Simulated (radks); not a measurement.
Hg21+, 59 electrons, occupied as [Kr] 4d10 4f13.

Calculated with a radial shooting solver on a logarithmic mesh with Libxc functionals: scalar-relativistic Kohn-Sham, r2SCAN, spin-polarised, spherical densities, finite nucleus; open shells are filled with parallel spins first (spin-orbit coupling, left out, can overturn this in heavy ions); meta-GGA in the generalised Kohn-Sham scheme; Fermi nuclear charge, rms radius 5.4648 fm.

Energy parts (hartree):
total: -19445.0196
kinetic: 21833.2122
electron-nucleus: -47265.5863
Hartree: 6338.8208
exchange-correlation: -351.4663

Orbitals (lengths in bohr, moments of r in powers of bohr; <r^-3> diverges for s and p1/2):
orbital  occ.  eigenvalue (hartree)  <r^-3>      <r>       <r^4>  <1/r>
1s down     1             -3078.913       -  0.01659   3.999e-07  97.53
1s up       1             -3078.913       -  0.01659   3.999e-07  97.53
2s up       1             -562.8441       -  0.06990  0.00005822  22.91
2s down     1             -562.8436       -  0.06990  0.00005822  22.91
2p up       3             -488.0785   26810  0.06327  0.00004760  20.29
2p down     3             -488.0780   26810  0.06327  0.00004760  20.29
3s up       1             -148.5713       -   0.1804    0.002087  8.508
3s down     1             -148.5278       -   0.1803    0.002085  8.510
3p up       3             -126.8627    6188   0.1818    0.002305  7.737
3p down     3             -126.8185    6191   0.1818    0.002303  7.739
3d up       5             -103.9880   761.1   0.1648    0.001772  7.267
3d down     5             -103.9545   761.5   0.1648    0.001770  7.269
4s up       1             -47.39727       -   0.3961     0.04464  3.671
4s down     1             -47.32958       -   0.3962     0.04469  3.669
4p up       3             -40.17595    1531   0.4198     0.05811  3.327
4p down     3             -40.11145    1529   0.4199     0.05819  3.325
4d up       5             -31.56198   168.9   0.4379     0.07439  3.012
4d down     5             -31.49767   168.6   0.4381     0.07456  3.010
4f up       7             -22.00317   35.42   0.4464     0.09597  2.673
4f down     6             -21.93382   35.36   0.4469     0.09659  2.670

The highest occupied level is 4f down at -596.85 eV. The spin density at the nucleus is -6.20 e/bohr^3 (1s 0.02, 2s -0.86, 3s -15.70, 4s 10.33).
